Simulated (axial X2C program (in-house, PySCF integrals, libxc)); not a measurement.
# SeF⁺: nuclear properties from DFT to coupled cluster

Computed with an axial X2C code built on PySCF integrals: two-component X2C with atomic mean-field Coulomb and Gaunt terms, Gaussian nuclei, basis Se dyall-acv3z, F dyall-av3z with contracted cores.

R = 1.660 Å (near the PBE0 minimum at charge 1 of the determinant lowest at the starting distance; the state shown can have its own minimum elsewhere); state Ω = 1 (⟨Sz⟩ = 1.00, ⟨Lz⟩ = 0.00 at PBE0).

```
level  Eeff magnitude (GV/cm)  Ws magnitude Se (kHz)  A∥/gI Se (MHz)  qzz Se (a.u.)  A∥/gI F (MHz)
 PBE0                   0.229                  0.126            -707           4.05          -28.7
   HF                    1.09                  0.497            -507           3.78           13.5
B3LYP                  0.0383                 0.0445            -658           4.32            -33
```

Eeff is the effective electric field on the electron electric dipole moment in this Ω state and Ws the scalar–pseudoscalar constant of the nucleus named (defined with the proton number Z and per Ω); A∥ (defined per Ω) follows by multiplying with gI = μI/(I μN); qzz is the electric field gradient, eQq0 = 234.96 MHz × Q/barn × qzz. The operators were transformed with the bare-nucleus X2C matrices; with these basis sets, hyperfine constants and field gradients can be off by tens of per cent, and where levels differ in sign neither size nor sign is settled.

Finite-field MP2, CCSD and CCSD(T), with 22 electrons correlated in 130 natural virtual spinors (MP2 remainder added):

```tsv
level	Eeff magnitude (GV/cm)	Ws magnitude Se (kHz)	A∥/gI Se (MHz)	qzz Se (a.u.)	A∥/gI F (MHz)
MP2	0.141	0.0378	-627	4.04	-29.9
CCSD	0.111	0.0717	-485	3.86	-16.9
CCSD(T)	0.0201	0.0333	-471	3.90	-19.5
```

T1 = 0.018 (Lee–Taylor). One unrestricted determinant, the lowest of a limited PBE0 search, is the reference; the functionals treat spin collinearly. With several open shells it need not be a pure state. The sign of Eeff is opposite to CCSD(T) at MP2. Eeff spreads by more than a factor of two over the levels. Correlation of the inner shells is missing, which matters for properties at the nucleus. Number of frozen shells: Se 3 s, 2 p; F 1 s.

(1) By how much does correlation change each value, CCSD(T) against HF?

Answers

(1) Eeff magnitude -98 %; Ws magnitude Se -93 %; A∥/gI Se -7 %; qzz Se 3 %; A∥/gI F from 13.5 to -19.5, a change of sign.
